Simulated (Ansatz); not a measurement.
Gas-phase electronic energies from Ansatz, PBE0-D4/def2-TZVP geometries. CCSD(T)/CBS is the MP2 limit (def2-TZVPP, def2-QZVPP) plus CCSD(T) − MP2 in def2-TZVPP, frozen cores. For Br outer-core shells are correlated without core-valence functions, which leaves a few kJ/mol of doubt a bond. Scalar relativity is left out up to krypton. Each species was taken in one conformer, which may not be the lowest.

Reaction (redistribution): `SB(Cl)Br` + `[SiH3]C[SiH2]C=S` → `S=CB(S)Cl` + `[SiH3]C[SiH2]Br`

| species | CCSD(T)/CBS(def2) energy (Eh) |
| --- | --- |
| `SB(Cl)Br` | -3456.37310 |
| `[SiH3]C[SiH2]C=S` | -1056.82930 |
| `S=CB(S)Cl` | -1319.42144 |
| `[SiH3]C[SiH2]Br` | -3193.79525 |

Problem. Work out ΔE.

Solution. ΔE = (-1319.42144) + (-3193.79525) − (-3456.37310) − (-1056.82930) = -0.01429 Eh = -0.39 eV.

Largest T1 diagnostic among the species: 0.015.

The D4 term adds +0.06 eV with B3LYP and +0.03 eV with PBE0; it sums over pairs of atoms, weighted by their polarisabilities, and B3LYP, whose exchange is more repulsive, gets the larger term. In def2-TZVPP, CCSD(T) changes the Hartree–Fock value by +0.14 eV (the triples alone add +0.02 eV) and MP2 by +0.14 eV.

B3LYP here is the variant with VWN-RPA as its local correlation; programs differ in this.
